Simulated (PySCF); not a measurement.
**Nb²⁺ (niobium, charge +2): UHF calculation**

Configuration: [Kr] 4d2 5p1, one real determinant (an excited configuration). Calculation: PySCF 2.14, in ANO-RCC-VTZP (7s6p4d2f1g, 68 functions); scalar relativity by spin-free X2C-1e.

```
Total energy                                                  : -3816.132356 hartree
One-electron energy                                           : -5236.5398 hartree
Hartree (Coulomb) energy                                      : 1537.6592 hartree
Exchange energy                                               : -117.2518 hartree
⟨S²⟩                                                          : 3.7547
⟨L²⟩                                                          : 14.044
Sum of ⟨r⟩                                                    : 26.25 bohr
Sum of ⟨r²⟩                                                   : 41.14 bohr²
Traceless quadrupole moment −½Σ⟨3z² − r²⟩ along its main axis : -5.99 e·bohr²
Langevin diamagnetic susceptibility                           : -32.6 ×10⁻⁶ cm³/mol
```

```json
{"shell": "1s α", "electrons": "1", "mean orbital energy (eV)": "-19108.6", "spread (eV)": "0", "rms radius, mean of both spins (bohr)": "0.0415"}
{"shell": "1s β", "electrons": "1", "mean orbital energy (eV)": "-19108.6", "spread (eV)": "0", "rms radius, mean of both spins (bohr)": "0.0415"}
{"shell": "2s α", "electrons": "1", "mean orbital energy (eV)": "-2767.2", "spread (eV)": "0", "rms radius, mean of both spins (bohr)": "0.171"}
{"shell": "2s β", "electrons": "1", "mean orbital energy (eV)": "-2766.8", "spread (eV)": "0", "rms radius, mean of both spins (bohr)": "0.171"}
{"shell": "2p α", "electrons": "3", "mean orbital energy (eV)": "-2467.9", "spread (eV)": "0.033", "rms radius, mean of both spins (bohr)": "0.152"}
{"shell": "2p β", "electrons": "3", "mean orbital energy (eV)": "-2467.5", "spread (eV)": "0.038", "rms radius, mean of both spins (bohr)": "0.152"}
{"shell": "3s α", "electrons": "1", "mean orbital energy (eV)": "-513.29", "spread (eV)": "0", "rms radius, mean of both spins (bohr)": "0.471"}
{"shell": "3s β", "electrons": "1", "mean orbital energy (eV)": "-513.03", "spread (eV)": "0", "rms radius, mean of both spins (bohr)": "0.471"}
{"shell": "3p α", "electrons": "3", "mean orbital energy (eV)": "-412.56", "spread (eV)": "0.060", "rms radius, mean of both spins (bohr)": "0.478"}
{"shell": "3p β", "electrons": "3", "mean orbital energy (eV)": "-412.23", "spread (eV)": "0.096", "rms radius, mean of both spins (bohr)": "0.478"}
{"shell": "3d α", "electrons": "5", "mean orbital energy (eV)": "-247.56", "spread (eV)": "0.954", "rms radius, mean of both spins (bohr)": "0.473"}
{"shell": "3d β", "electrons": "5", "mean orbital energy (eV)": "-246.92", "spread (eV)": "0.298", "rms radius, mean of both spins (bohr)": "0.473"}
{"shell": "4s α", "electrons": "1", "mean orbital energy (eV)": "-96.817", "spread (eV)": "0", "rms radius, mean of both spins (bohr)": "1.23"}
{"shell": "4s β", "electrons": "1", "mean orbital energy (eV)": "-94.003", "spread (eV)": "0", "rms radius, mean of both spins (bohr)": "1.23"}
{"shell": "4p α", "electrons": "3", "mean orbital energy (eV)": "-67.517", "spread (eV)": "0.073", "rms radius, mean of both spins (bohr)": "1.37"}
{"shell": "4p β", "electrons": "3", "mean orbital energy (eV)": "-63.738", "spread (eV)": "0.366", "rms radius, mean of both spins (bohr)": "1.37"}
{"shell": "4d α", "electrons": "2", "mean orbital energy (eV)": "-29.717", "spread (eV)": "0.142", "rms radius, mean of both spins (bohr)": "1.92"}
{"shell": "5p α", "electrons": "1", "mean orbital energy (eV)": "-16.342", "spread (eV)": "0", "rms radius, mean of both spins (bohr)": "3.91"}
```

⟨L²⟩ = 14.04 against 20 for a pure G term, so this real determinant mixes terms.

Densities and radii are taken from the X2C orbitals without a picture-change correction, which distorts them close to the nucleus.

Spin-orbit constants ζ (cm⁻¹) from the X2C one-electron operator on these orbitals: bare nucleus, nucleus screened by l(l+1)(2l+1)/3 electrons, and screened by the Breit-Pauli mean field of the electrons.

| shell | bare | screened nucleus | mean field |
| --- | --- | --- | --- |
| 2p | 523300 | 497800 | n/a |
| 3p | 85690 | 81510 | n/a |
| 3d | 11910 | 9006 | n/a |
| 4p | 10990 | 10460 | n/a |
| 4d | 894.6 | 676.4 | n/a |
| 5p | 1111 | 1057 | n/a |

To first order the Landé constant is A = 257.2 cm⁻¹, so the lowest level has J = 5/2 and lies 0.239 eV below the centre of the term. This holds in LS coupling only.
